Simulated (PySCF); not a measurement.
CF₃, SMILES F[C](F)F (connectivity only; charge and spin as stated), charge +1, multiplicity 1. Geometry: B3LYP-D3(BJ)/def2-TZVP. The spin state was assumed, not searched. The isomer is the one that the SMILES or the coordinates give; other isomers of the formula were not compared.

TDA-CAM-B3LYP/def2-SVPD in PySCF 2.14.0 puts the lowest singlet excitations at 8.65, 10.11, 10.11, 11.40, 11.40, 13.21 eV.

Question: What are the lowest excitation roots from ADC(2)/aug-cc-pVDZ run with PySCF? (The exact figures need the calculation; the answer reports its results.)

Answer: 8.75, 10.29, 10.29, 10.55, 10.55, 13.06 eV. S1 differs by 0.10 eV (second minus first; roots are paired by order, and the bases may differ).
